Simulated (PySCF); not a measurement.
## Static response to an electric field

Species: C6H9Br.
Cartesian coordinates in Å at the PBE0-D3(BJ)/def2-SVP level; atoms count from 1:
```xyz
16
C6H9Br angstrom
C     -1.089   -0.099    0.915
C     -0.133    0.111   -0.233
Br    -1.149   -0.019   -1.919
C      0.774    1.373   -0.254
C      1.995    0.471   -0.416
C      2.083   -0.454    0.751
C      1.112   -0.763   -0.350
H     -1.576   -1.082    0.847
H     -1.868    0.677    0.924
H     -0.541   -0.047    1.869
H      0.573    2.021   -1.115
H      0.747    1.981    0.666
H      2.840    0.666   -1.080
H      2.956   -1.112    0.776
H      1.739   -0.132    1.740
H      1.161   -1.689   -0.927
```

Level: B3LYP/def2-SVPD (PySCF), static field, nuclei fixed, core orbitals frozen in the response. The polarisability tensor in these axes (au):

```
x   95.50  0.38 10.33
y    0.38 79.40 -0.47
z   10.33 -0.47 92.55
```

Problem. Give the principal values, the mean and the anisotropy Δα = √{½[(α1 − α2)² + (α2 − α3)² + (α1 − α3)²]}.

Solution. Principal values 79.32, 83.67 and 104.45 au; mean 89.15 au = 13.21 Å³ = 14.70 × 10⁻⁴⁰ C²·m²/J; Δα = 23.26 au (26 % of the mean).

Problem. What is the dipole moment, and where does it point?

Solution. (1.45, 0.12, 1.71) D, 2.25 D in size, pointing from the negative to the positive side. Measured along this direction, the outermost atoms are Br3 at the negative end and H15 and H14 at the positive end.

Problem. In a dilute gas of rigid molecules at 500 K, how does the orientational term μ²/3kT compare with the electronic polarisability?

Solution. In Gaussian units μ²/3kT = 24.39 Å³ against 13.21 Å³, a ratio of 1.85; the Debye molar polarisation (4π/3)N_A(α + μ²/3kT) is 94.8 cm³/mol, leaving out the vibrational part.

Problem. Find the Langevin capture rate constant for NO+ (29.998 u) meeting this molecule (159.989 u), k = 2.342 × 10⁻⁹ cm³/s × √(α in Å³ / reduced mass in u).

Solution. The reduced mass is 25.26 u, so k = 1.69 × 10⁻⁹ cm³/s. The formula leaves out the permanent dipole, which adds to the capture rate.

Problem. Along which axes do the principal values lie, and how far do the nuclei extend along each?

Solution. Largest value along (0.76, 0.00, 0.66), where the nuclei span 4.87 Å; middle along (-0.65, -0.14, 0.75), 4.55 Å; least along (-0.09, 0.99, 0.11), 3.84 Å. The response follows the extents in order.

Problem. Give the eigenvalues of the traceless quadrupole moment Θ = ½Σq(3rr − r²1), origin at the centre of nuclear charge.

Solution. -2.23, 0.02, 2.22 D·Å. The values depend on the origin, since the dipole doesn't vanish. The electronic extent ⟨r²⟩ about the same centre is 1123 bohr², a root-mean-square distance of 1.98 Å for the 80 electrons.

Problem. What molar refraction does this α imply?

Solution. Lorentz–Lorenz: R = (4π/3)N_A α = 2.5225 cm³/(mol·Å³) × 13.21 Å³ = 33.3 cm³/mol, in the limit of long wavelengths.

Isolated species at its PBE0-D3(BJ)/def2-SVP geometry, gas phase. The calculation is non-relativistic, for bromine too.

The run behind these numbers computed excited states as well. The run took about 60 s of CPU time (one thread, shared machine).
